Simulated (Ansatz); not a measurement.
`[F][Al]([SH])[Br]` + HCl → `[F][Al]([Cl])[Br]` + H₂S  (ligand exchange at the Al–S bond)

Isolated molecules relaxed with PBE0-D4/def2-TZVP in Ansatz; ΔE leaves out vibrations. CCSD(T)/CBS is the MP2 limit (def2-TZVPP, def2-QZVPP) plus CCSD(T) − MP2 in def2-TZVPP, frozen cores. This one scheme is used for every species. DFT in def2-TZVPP. HSE06 is defined as in plane-wave codes. For Br outer-core shells are correlated without core-valence functions, which leaves a few kJ/mol of doubt a bond. Scalar relativity is left out up to krypton. One conformer a species, not always the lowest.

| species | HSE06 energy (Eh) |
| --- | --- |
| `[F][Al]([SH])[Br]` | -3314.82583 |
| HCl | -460.65753 |
| `[F][Al]([Cl])[Br]` | -3376.24364 |
| H₂S | -399.25468 |

Q: Work out ΔE.

A: ΔE = (-3376.24364) + (-399.25468) − (-3314.82583) − (-460.65753) = -0.01496 Eh = -39.3 kJ/mol. CCSD(T)/CBS gives -42.2 kJ/mol.

Largest T1 diagnostic among the species: 0.010.

From BLYP to BHLYP (50 % exact exchange), in def2-TZVPP and without D4, ΔE moves by −4.4 kJ/mol. At CCSD(T), def2-SVP lies −5.4 kJ/mol from the extrapolated value and def2-TZVPP +1.0 kJ/mol. Leaving LDA and LC-ωPBE aside and taking each functional with its dispersion term where it has one, the values, not all of them listed here, spread over 9.9 kJ/mol, from BHLYP-D4 to PBE-D4.
